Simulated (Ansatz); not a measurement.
Bond stretch in SeLi (cation, charge +1), lowest singlet found (which spin is the ground state isn't settled by this scan).

Levels: RKS-PBE = Ansatz (an electronic-structure program) with restricted PBE/aug-cc-pVDZ; RKS-B3LYP = restricted B3LYP/aug-cc-pVDZ run with Ansatz; FCI = full CI/aug-cc-pVDZ, cores with 3d frozen (Ansatz).

Energies relative to the lowest point of each curve between 2.26 and 3.36 Å, where full CI is lowest, in mEh; the last columns give the error against full CI:

```json
[
 {"R / Å": "1.77", "RKS-PBE": "96.6", "RKS-B3LYP": "96.2", "FCI": "105.8", "RKS-PBE − FCI": "-9.3", "RKS-B3LYP − FCI": "-9.6"},
 {"R / Å": "1.92", "RKS-PBE": "51.6", "RKS-B3LYP": "51.2", "FCI": "57.9", "RKS-PBE − FCI": "-6.3", "RKS-B3LYP − FCI": "-6.7"},
 {"R / Å": "2.07", "RKS-PBE": "25.4", "RKS-B3LYP": "25.0", "FCI": "29.5", "RKS-PBE − FCI": "-4.1", "RKS-B3LYP − FCI": "-4.5"},
 {"R / Å": "2.15", "RKS-PBE": "16.5", "RKS-B3LYP": "16.2", "FCI": "19.8", "RKS-PBE − FCI": "-3.2", "RKS-B3LYP − FCI": "-3.6"},
 {"R / Å": "2.26", "RKS-PBE": "8.3", "RKS-B3LYP": "8.0", "FCI": "10.5", "RKS-PBE − FCI": "-2.2", "RKS-B3LYP − FCI": "-2.5"},
 {"R / Å": "2.37", "RKS-PBE": "3.4", "RKS-B3LYP": "3.3", "FCI": "4.8", "RKS-PBE − FCI": "-1.4", "RKS-B3LYP − FCI": "-1.6"},
 {"R / Å": "2.41", "RKS-PBE": "2.3", "RKS-B3LYP": "2.1", "FCI": "3.4", "RKS-PBE − FCI": "-1.2", "RKS-B3LYP − FCI": "-1.3"},
 {"R / Å": "2.49", "RKS-PBE": "0.7", "RKS-B3LYP": "0.7", "FCI": "1.4", "RKS-PBE − FCI": "-0.7", "RKS-B3LYP − FCI": "-0.8"},
 {"R / Å": "2.58", "RKS-PBE": "0.0", "RKS-B3LYP": "0.0", "FCI": "0.3", "RKS-PBE − FCI": "-0.3", "RKS-B3LYP − FCI": "-0.3"},
 {"R / Å": "2.69", "RKS-PBE": "0.1", "RKS-B3LYP": "0.2", "FCI": "0.0", "RKS-PBE − FCI": "0.1", "RKS-B3LYP − FCI": "0.2"},
 {"R / Å": "2.79", "RKS-PBE": "0.9", "RKS-B3LYP": "1.0", "FCI": "0.5", "RKS-PBE − FCI": "0.4", "RKS-B3LYP − FCI": "0.5"},
 {"R / Å": "2.97", "RKS-PBE": "3.3", "RKS-B3LYP": "3.5", "FCI": "2.6", "RKS-PBE − FCI": "0.7", "RKS-B3LYP − FCI": "0.9"},
 {"R / Å": "3.11", "RKS-PBE": "5.6", "RKS-B3LYP": "5.9", "FCI": "4.7", "RKS-PBE − FCI": "0.9", "RKS-B3LYP − FCI": "1.1"},
 {"R / Å": "3.36", "RKS-PBE": "10.0", "RKS-B3LYP": "10.2", "FCI": "8.9", "RKS-PBE − FCI": "1.1", "RKS-B3LYP − FCI": "1.3"},
 {"R / Å": "3.63", "RKS-PBE": "14.4", "RKS-B3LYP": "14.5", "FCI": "13.2", "RKS-PBE − FCI": "1.2", "RKS-B3LYP − FCI": "1.4"},
 {"R / Å": "3.94", "RKS-PBE": "18.6", "RKS-B3LYP": "18.7", "FCI": "17.2", "RKS-PBE − FCI": "1.4", "RKS-B3LYP − FCI": "1.5"},
 {"R / Å": "4.42", "RKS-PBE": "23.4", "RKS-B3LYP": "23.4", "FCI": "21.7", "RKS-PBE − FCI": "1.7", "RKS-B3LYP − FCI": "1.6"},
 {"R / Å": "4.86", "RKS-PBE": "26.4", "RKS-B3LYP": "26.2", "FCI": "24.4", "RKS-PBE − FCI": "2.0", "RKS-B3LYP − FCI": "1.8"},
 {"R / Å": "5.49", "RKS-PBE": "28.9", "RKS-B3LYP": "28.6", "FCI": "26.6", "RKS-PBE − FCI": "2.3", "RKS-B3LYP − FCI": "1.9"},
 {"R / Å": "6.25", "RKS-PBE": "30.5", "RKS-B3LYP": "30.1", "FCI": "28.1", "RKS-PBE − FCI": "2.4", "RKS-B3LYP − FCI": "2.0"},
 {"R / Å": "7.24", "RKS-PBE": "31.5", "RKS-B3LYP": "31.0", "FCI": "29.1", "RKS-PBE − FCI": "2.4", "RKS-B3LYP − FCI": "2.0"},
 {"R / Å": "8.49", "RKS-PBE": "32.1", "RKS-B3LYP": "31.6", "FCI": "29.7", "RKS-PBE − FCI": "2.4", "RKS-B3LYP − FCI": "2.0"}
]
```

RKS-PBE is furthest from FCI at 1.77 (-9.3 mEh, below); its mean absolute error over the points is 2.2 mEh.

RKS-B3LYP is furthest from FCI at 1.77 (-9.6 mEh, below); its mean absolute error over the points is 2.2 mEh.

The restricted form behind RKS-PBE, RKS-B3LYP keeps the bonding electrons paired and can't separate into open-shell fragments. Also computed but left out beside FCI, since their determinant holds another spin at the minimum (<S²> over 0.7 above the pure value): UHF, UMP2, UCCSD, UCCSD(T), UKS-PBE, UKS-B3LYP, UKS-B3LYP/6-31G*, UMP2/3-21G, UMP2/6-31G*, UKS-BP86/6-31G*.
